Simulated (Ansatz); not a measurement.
`C=C=C(C)BCl` + silanol → `[SiH3]OBCl` + `C=C=CC` at 500 K and 1 bar (ligand exchange at a B–C bond).

Computed with Ansatz on PBE0-D4/def2-TZVP structures; ΔE is electronic, products minus reactants. CCSD(T)/CBS adds triple-zeta CCSD(T) − MP2 to the extrapolated MP2 energy (def2 sets, frozen cores). This one scheme is used for every species. Each species was taken in one conformer, which may not be the lowest.

| species | CCSD(T)/CBS energy (Eh) | H − E (kJ/mol) | S (J/(mol·K)) |
| --- | --- | --- | --- |
| `C=C=C(C)BCl` | -640.38080 | 282.3 | 424.7 |
| `O[SiH3]` | -366.69042 | 127.5 | 292.9 |
| `[SiH3]OBCl` | -851.35221 | 154.5 | 376.2 |
| `C=C=CC` | -155.75749 | 255.9 | 339.0 |

H − E and S are ideal-gas, rigid-rotor, harmonic terms from PBE0-D4/def2-TZVP, for one conformer and one mirror image of each species. 1 Eh = 2625.50 kJ/mol, R = 8.31446 J/(mol·K).

Problem. By hand: ΔE, ΔH, ΔS and ΔG.

Solution. ΔE = (-851.35221) + (-155.75749) − (-640.38080) − (-366.69042) = -0.03848 Eh = -101.0 kJ/mol. Δ(H − E) = 154.5 + 255.9 − 282.3 − 127.5 = 0.6, so ΔH = -100.4 kJ/mol. ΔS = 376.2 + 339.0 − 424.7 − 292.9 = -2.4 J/(mol·K). ΔG = -100.4 − 500 × (-2.4)/1000 = -99.2 kJ/mol.

Problem. By hand: the equilibrium constant, and the temperature at which ΔG would vanish if ΔH and ΔS stayed fixed.

Solution. log₁₀ K = −ΔG/(RT ln 10) = 10.4. ΔG = 0 at ΔH/ΔS = 41833 K, far beyond where these terms or the molecules hold.

The number of gas molecules stays the same, so ΔS is small and ΔH decides. A doubt of 5 kJ/mol in ΔE shifts log₁₀ K by 0.5 here. Other conformers and mirror images would add mixing entropy, several J/(mol·K) or more a flexible species. These are equilibria of isolated gas molecules and say nothing of rates. Largest T1 diagnostic: 0.012 (customary marks: 0.02 for closed shells, 0.045 for open ones).
